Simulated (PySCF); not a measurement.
How the method changes the constants of SnGe

State: ³Σ⁻ (triplet), unpaired electrons π ↑↑. Set-up: basis Sn def2-SVP with ECP28, Ge def2-SVP; scalar-relativistic core potentials; PySCF 2.14. De refers to Sn + Ge in their high-spin ground configurations, without counterpoise correction. The functionals are run spin-unrestricted. A positive dipole means Sn(−)Ge(+).

```tsv
Level	Re (Å)	ωe (cm⁻¹)	De (eV)	μ (D)	CPU s a point (SCF and correlation, without the integrals)
UHF	2.542	269	0.99	-0.81	0.24
UHF-MP2	2.584	240	2.14	n/a	0.33
UHF-SCS-MP2	2.576	245	1.91	n/a	n/a
UHF-CCSD	2.588	242	1.98	n/a	n/a
UHF-CCSD(T)	2.604	233	2.14	n/a	9
PBE	2.620	225	2.87	-0.59	0.75
r²SCAN	2.584	238	2.71	-0.70	0.92
M06-L	2.613	229	2.98	-0.68	0.93
r²SCANh	2.572	243	2.63	-0.71	0.99
PBE0	2.576	243	2.61	-0.68	1.3
B97-3	2.599	237	2.56	-0.78	0.59
LC-ωPBE	2.501	277	2.18	-0.79	1.1
```

Q: Which functional lies closest to UHF-CCSD(T) in De, which farthest, and by how much do they differ from it?

A: Closest is LC-ωPBE (-10.3 pm in Re, +18.9 % in ωe, +0.04 eV in De against UHF-CCSD(T) in the same basis), farthest M06-L (+0.9 pm in Re, -1.7 % in ωe, +0.84 eV in De). CCSD(T) converges more slowly with the basis than the functionals do and binds too weakly in this one, so the order can change at the basis-set limit.

Q: What does a quarter of exact exchange do here, going from PBE to PBE0?

A: PBE0 less PBE: -4.4 pm in Re, +8.0 % in ωe, -0.26 eV in De. Exact exchange removes part of the self-interaction that spreads semilocal densities, and in most molecules shortens and stiffens the bond and lowers De; so it does here.

Q: What does the step from GGA to meta-GGA do here, going from PBE to r²SCAN?

A: r²SCAN less PBE: -3.6 pm in Re, +5.8 % in ωe, -0.16 eV in De. 

Correlated steps freeze 13 core orbitals. Correlated levels converge slowly with the basis: in double zeta they bind strong bonds too weakly, by up to about 1 eV, and carry superposition errors of some tenths. Spin–orbit coupling is left out, which matters for elements this heavy, above all for dissociation energies. The state was picked by a PBE0 search and need not be the measured ground state.

The whole job (state search and all levels along the bond) took about 3 min on 1 thread of Intel Xeon Platinum 8375C @ 2.90GHz (shared host), peak memory 0.7 GiB.
